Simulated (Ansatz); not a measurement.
A nudged elastic band was laid between two geometries of CH$_{6}$BClOSi (11 atoms, charge 0, multiplicity 1).

The calculation used RKS PBE0-D4/def2-SVP in Ansatz 0.2.0.

| Property | Result |
| --- | --- |
| movable images | 5 |
| climbing image | yes |
| spring | 5.0 eV/Å² |
| optimiser | quadratic models (default) |
| start path | IDPP |
| force threshold | 0.03 eV/Å |
| iteration limit | 60 |
| end points | relaxed |

Initial state:

```xyz
11
Properties=species:S:1:pos:R:3
C -1.026 -1.144 0.724
B 0.305 -0.337 0.786
Cl 1.310 -0.432 2.237
Si 0.993 0.893 -0.668
O 0.025 0.887 -2.039
H -1.813 -0.469 1.113
H -1.320 -1.395 -0.307
H -1.038 -2.043 1.357
H 2.335 0.427 -1.126
H 1.143 2.283 -0.117
H -0.849 1.274 -1.940
```

Final state:

```xyz
11
Properties=species:S:1:pos:R:3
C -1.010 -1.181 0.822
B 0.332 -0.398 0.814
Cl 1.477 -0.580 2.145
Si 0.842 0.926 -0.623
O -0.330 0.818 -1.817
H -1.769 -0.472 1.210
H -1.346 -1.434 -0.195
H -1.022 -2.068 1.472
H 2.207 0.626 -1.172
H 0.911 2.315 -0.055
H -0.227 1.392 -2.582
```

Question: What changes between the two ends?

Answer: No bond is made or broken. The dihedral H10–Si4–O5–H11 goes from -55 to 60°.

Question: What energy profile does the band end with?

Answer: It converged. The highest image is number 2 of 0 to 6, 0.006 eV above the first end and 0.054 eV above the last; the last end lies 0.049 eV below the first. The top lies less than 8 meV above the higher end, about what the thresholds resolve: that end is a shoulder or a very shallow well. A vibrational analysis at the climbing image gives one clearly imaginary mode, 190i cm⁻¹: a first-order saddle point.

| image | path coordinate (Å) | energy (eV) | dihedral H10–Si4–O5–H11 (°) |
| --- | --- | --- | --- |
| 0 | 0.00 | 0.000 | -55 |
| 1 | 0.23 | 0.003 | -40 |
| 2 | 0.45 | 0.006 | -19 |
| 3 | 0.70 | -0.005 | 6 |
| 4 | 0.94 | -0.029 | 30 |
| 5 | 1.18 | -0.046 | 52 |
| 6 | 1.43 | -0.049 | 60 |

Question: What is the geometry of the highest image?

Answer: 
```xyz
11
Properties=species:S:1:pos:R:3
C -1.004 -1.190 0.769
B 0.316 -0.368 0.799
Cl 1.364 -0.443 2.221
Si 0.936 0.875 -0.674
O -0.073 0.813 -2.014
H -1.797 -0.505 1.133
H -1.300 -1.470 -0.254
H -1.010 -2.069 1.431
H 2.307 0.472 -1.117
H 1.012 2.283 -0.152
H -0.686 1.545 -2.122
```

The band took 8 iterations and of the order of 3 core-minutes.

Run time: 92 s on 2 threads of Intel(R) Xeon(R) Platinum 8488C (Sapphire Rapids), on a shared host, peak memory 0.27 GiB.
